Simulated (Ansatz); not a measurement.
Basis sets compared for Hg₆Se₆. Total charge 0; singlet. Geometry PBE-D4/def2-SVP. Ansatz on 2 threads of AMD EPYC 7R13 on a shared host and a share (18 GiB) of an NVIDIA H100 80GB HBM3; times are rough, and most runs start from earlier orbitals.

```xyz
12

Se    0.430    2.580   -2.031
Hg   -1.651    1.223   -1.401
Hg    1.525   -0.510   -1.897
Se   -0.616   -1.518   -2.877
Se   -3.309    0.007    0.127
Hg   -0.987   -2.239   -0.447
Hg    0.987    2.239    0.447
Se    3.309   -0.007   -0.127
Se    0.616    1.518    2.877
Hg   -1.525    0.510    1.897
Hg    1.651   -1.223    1.401
Se   -0.430   -2.580    2.031
```

In the def2 sets Hg takes a core potential; there is no spin–orbit coupling. Single mean-field runs in def2-TZVP are fitted with def2-universal-jkfit.

Binding counts from free atoms (Se triplet, Hg singlet) in the same basis, without a counterpoise term.

```json
{"level": "PBE-D4/def2-SVP", "functions": "384", "energy (Eh)": "-15326.9336", "HOMO (eV)": "-5.55", "LUMO (eV)": "-3.73", "binding per atom (eV)": "1.46", "wall time": "3.5 s"}
{"level": "PBE0-D4/def2-SVP", "functions": "384", "energy (Eh)": "-15327.1420", "HOMO (eV)": "-6.60", "LUMO (eV)": "-3.09", "binding per atom (eV)": "1.39", "wall time": "6.5 s"}
```

Task: Estimate the rows for PBE-D4/def2-TZVP, PBE0-D4/def2-TZVP (with forces).

Result: 
```json
{"level": "PBE-D4/def2-TZVP", "functions": "546", "energy (Eh)": "-15328.7696", "HOMO (eV)": "-5.55", "LUMO (eV)": "-3.77", "binding per atom (eV)": "1.54", "wall time": "3.3 s"}
{"level": "PBE0-D4/def2-TZVP (with forces)", "functions": "546", "energy (Eh)": "-15328.9796", "HOMO (eV)": "-6.55", "LUMO (eV)": "-3.10", "binding per atom (eV)": "1.50", "wall time": "6.5 s"}
```
